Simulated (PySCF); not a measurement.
C7H4ClFO.
SMILES with atom numbers: `[O:1]=[C:2]([Cl:3])[c:4]1[cH:5][cH:6][cH:7][c:8]([F:9])[cH:10]1` (hydrogens: H11 on C5; H12 on C6; H13 on C7; H14 on C10)

Geometry (PBE0-D3(BJ)/def2-SVP, Å), atoms numbered from 1 in this order:
```xyz
14
C7H4ClFO angstrom
O      2.915    1.276    0.268
C      2.329    0.244    0.299
Cl     3.222   -1.275    0.591
C      0.865    0.084    0.111
C      0.131    1.256   -0.116
C     -1.245    1.184   -0.303
C     -1.898   -0.047   -0.266
C     -1.153   -1.200   -0.039
F     -1.773   -2.375   -0.004
C      0.221   -1.156    0.151
H      0.659    2.211   -0.142
H     -1.820    2.095   -0.480
H     -2.977   -0.131   -0.410
H      0.776   -2.078    0.326
```

Linear response at PBE0/def2-SVPD (PySCF, frozen core in the response, non-relativistic).

Static isotropic polarisability: 99.03 au (14.67 Å³), principal values 56.3, 107.4, 133.3 au.

(1) What is the polarisability at 1064 nm and at the sodium D line?

(2) What is the isotropic C6 coefficient between two such molecules, C6 = (3/π)∫α(iω)² dω?

(3) Which effective excitation energy ω̄ makes London's formula C6 = (3/4)α²ω̄ exact here?

(4) What n − 1 at the D line would an ideal gas of it have at 273.15 K and 1 atm (2.6868 × 10¹⁹ cm⁻³), by n − 1 = 2π·N·α′?

(5) What molar refraction at the D line follows from R = (4π/3)·N_A·α′, with α′ the polarisability volume?

(6) What three-body coefficient follows from the one-pole estimate C9 = (3/4)·α·C6?

(7) The lowest 6 singlets have (eV, f): 4.50, 0.000; 4.54, 0.042; 5.22, 0.238; 5.65, 0.000; 6.01, 0.009; 6.35, 0.205. What share of the static polarisability do they carry in the sum over states α = Σ f/ω²?

(8) How anisotropic is the static polarisability, by Δα² = ½[(α1 − α2)² + (α2 − α3)² + (α3 − α1)²]?

## Answers

(1) 100.39 au at 1064 nm (+1.4 %), 103.83 au at 589.3 nm (+4.8 %). The rise at 589.3 nm is 3.52 times that at 1064 nm; a pure ω² law gives 3.26. The lowest singlet lies at 275 nm, shorter than both wavelengths.

(2) 3697 au (Eh·bohr⁶) by a ten-point quadrature over imaginary frequencies, which is 2210 eV·Å⁶ or 213 J·nm⁶/mol.

(3) ω̄ = 4·C6/(3α²) = 0.503 Eh = 13.7 eV. A one-pole form α(ω) = α/(1 − ω²/ω̄²) fitted to the 1064 nm value gives 10.0 eV.

(4) 25.97 × 10⁻⁴, a formal value whether or not that pressure can be reached.

(5) α′ = 15.39 Å³ gives R = 38.81 cm³/mol, for isolated, non-vibrating species.

(6) 275000 au. This is an estimate from the two numbers above, not a computed integral.

(7) 11.94 au, 12.1 % of α; the largest term, 6.47 au, is that of the state at 5.22 eV. Their oscillator strengths add up to 0.49. Higher states carry the rest.

(8) Δα = 67.9 au, or 0.69 of the isotropic value.

On Arm Neoverse V2, one thread, shared host with 96 logical CPUs at a one-minute load of 42, this took 55 s of wall time (with the writing of density and orbital grids) and 1.0 GiB of memory at its peak. This is the whole response run at PBE0/def2-SVPD, SCF included.

One conformer stands for the species.
